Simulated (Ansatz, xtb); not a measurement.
## A geometry optimisation of FH2N2Si with r2SCAN-D4/def2-SVP

The starting geometry of this gas-phase doublet was built from a drawn formula by distance geometry and a force field; its bonds are those of `F[Si]1[N-][NH2+]1`.

```xyz
6

F    -3.0230    2.7701   -0.2116
N    -1.0380    0.9597   -0.9183
N    -1.0473    1.1575    0.4925
Si   -1.4540    2.6306   -0.3462
H    -1.8921    0.7456    0.8993
H    -0.1081    1.0982    0.9231
```

Task: Where would you expect an optimisation with r2SCAN-D4/def2-SVP to take it?

Result: A bond breaks, giving a structure given below by its coordinates. Contacts that open: N3–Si4 (1.74 → 2.66 Å).

The energy falls by 1.67 eV over 21 steps:

| step | E − E(last) (eV) |
| --- | --- |
| 1 | 1.674 |
| 3 | 0.991 |
| 5 | 0.957 |
| 8 | 0.947 |
| 10 | 0.941 |
| 12 | 0.914 |
| 14 | 0.423 |
| 17 | 0.006 |
| 19 | 0.000 |
| 21 | 0.000 |

Final geometry (Å):

```xyz
6

F    -3.0213    2.5913   -0.0132
N    -0.6723    1.6224   -0.5225
N    -0.9434    0.9675    0.5594
Si   -1.8310    2.7809   -1.1792
H    -1.8296    1.0988    1.0652
H    -0.2649    0.3008    0.9290
```

From the same start GFN2-xTB reaches the same bonding as this run.

No frequencies were run, so the end isn't proven a minimum. Open shells are spin-unrestricted. Run with Ansatz 0.2.0, 2 min on 1 thread of Intel(R) Xeon(R) Platinum 8259CL CPU @ 2.50GHz (Skylake/Cascade Lake) (shared host).
